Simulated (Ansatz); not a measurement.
The first iterations of a band of a periodic cell of 17 atoms, Si₁₆Ge (host Si, host structure diamond, interstitial Ge).

Theory: DFT r2SCAN, scalar-relativistic, plane waves, PAW in Ansatz 0.2.0. Settings: PAW set soft_1, cutoff 500 eV, k mesh 2x2x2, gaussian smearing 0.05 eV, no spin polarisation.

```json
{"movable images": "7", "climbing image": "yes", "spring": "5.0 eV/Å²", "optimiser": "quadratic models (default)", "start path": "straight line", "force threshold": "0.03 eV/Å", "iteration limit": "9", "end points": "relaxed"}
```

Initial state:

```xyz
17
Lattice="0.0000 5.4300 5.4300 5.4300 0.0000 5.4300 5.4300 5.4300 0.0000" Properties=species:S:1:pos:R:3
Si -0.002 -0.006 0.007
Si 1.362 1.357 1.313
Si 2.724 2.721 0.007
Si 4.077 4.073 1.359
Si 2.755 -0.037 2.679
Si 4.123 1.358 4.074
Si 5.428 2.721 2.710
Si 6.792 4.027 4.073
Si -0.032 2.751 2.680
Si 1.362 4.119 4.074
Si 2.724 5.424 2.710
Si 4.030 6.788 4.074
Si 2.756 2.753 5.469
Si 4.079 4.073 6.789
Si 5.397 5.394 5.467
Si 6.792 6.788 6.834
Ge 6.792 6.788 4.074
```

Final state:

```xyz
17
Lattice="0.0000 5.4300 5.4300 5.4300 0.0000 5.4300 5.4300 5.4300 0.0000" Properties=species:S:1:pos:R:3
Si 0.001 0.007 -0.001
Si 1.322 1.325 1.321
Si 2.716 2.719 -0.046
Si 4.111 4.113 1.319
Si 2.716 -0.043 2.715
Si 4.109 1.325 4.108
Si 5.477 2.719 2.714
Si 6.782 4.081 4.078
Si -0.045 2.719 2.715
Si 1.321 4.112 4.109
Si 2.716 5.480 2.714
Si 4.079 6.785 4.078
Si 2.715 2.719 5.475
Si 4.079 4.081 6.781
Si 5.431 5.433 5.430
Si 6.782 6.785 6.781
Ge 8.146 8.151 2.714
```

| iteration | highest image above the first end (eV) | largest band force component (eV/Å) |
| --- | --- | --- |
| 1 | 1.130 | 1.794 |
| 2 | 0.551 | 0.784 |

Q: Does the band converge within its limit, and where does its top end?

A: The forces met the threshold. It ended after 7 iterations with the highest image 0.352 eV above the first end. Beside the main top the profile has a ripple of under 15 meV (maxima at images 3, 5), which may be a very shallow well or noise. The order of the stationary point at the top wasn't checked. Limits of this set-up: coarse k mesh, a small cell, in which the defect meets its images.

The run took 23 min on 2 threads of Arm Neoverse V1, with other jobs on the host, peak memory 2.9 GiB.
